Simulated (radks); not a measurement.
Excited configurations of Zn+: one electron is placed in a higher orbital outside [Ar] 3d10. The ground configuration is [Ar] 3d10 4s1. Calculated with a radial shooting solver on a logarithmic mesh with Libxc functionals: scalar-relativistic Kohn-Sham, r2SCAN, spin-polarised, spherical densities, finite nucleus; open shells are filled with parallel spins first; meta-GGA in the generalised Kohn-Sham scheme; Fermi nuclear charge, rms radius 3.9283 fm. Excitation = E - E(ground); binding = E(ion) - E, where the ion is the core of charge +2; n* = 2/sqrt(2 binding) in atomic units, and the quantum defect is n - n*.

| outer orbital | excitation (eV) | binding (eV) | n* | eigenvalue (eV) |
|---|---|---|---|---|
| 4p | 6.582 | 11.961 | 2.133 | -8.987 |
| 4f | 15.155 | 3.388 | 4.008 | -2.430 |
| 5p | 12.921 | 5.622 | 3.111 | -4.450 |
| 5d | 15.106 | 3.437 | 3.979 | -2.641 |
| 6s | 14.562 | 3.981 | 3.697 | -3.235 |
| 6p | 15.266 | 3.277 | 4.075 | -2.630 |
| 6d | 16.295 | 2.248 | 4.921 | -1.776 |
| 6f | 16.955 | 1.588 | 5.855 | -1.253 |
| 7s | 16.051 | 2.492 | 4.673 | -2.030 |
| 7p | 16.396 | 2.147 | 5.035 | -1.741 |
| 7d | 16.961 | 1.582 | 5.865 | -1.272 |

The Delta-SCF ionisation energy is 18.543 eV (NIST Atomic Spectra Database: 17.964 eV, measured). Self-interaction in the functional shifts the binding energies and quantum defects, so they are the method's values and not measured ones.
